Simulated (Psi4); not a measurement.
Pair of molecules, SMILES N#N with SMILES [AsH3] (the first has 2 atoms); geometry from B3LYP-D3(BJ)/def2-TZVP, rigid monomers moved along the line of their centres of mass till N2···As3 is 3.17 Å.
(charge 0, multiplicity 1):
```xyz
6

N      0.2416    -0.2329    -1.0082
N      0.4601    -0.6963    -0.0452
As    -0.3052     0.0342     2.9404
H      1.1795    -0.3028     3.0112
H     -0.6885    -1.4341     2.7964
H     -0.4500    -0.0152     4.4584
```

These are Psi4 with SAPT0/aug-cc-pVDZ values and carry that method's errors.

Task: Which attractive term is largest, and how does the interaction split up?

Result: electrostatics -6.2, exchange 16.2, induction -2.2, dispersion -8.8, total -1.0 kJ/mol; the largest attraction is dispersion.
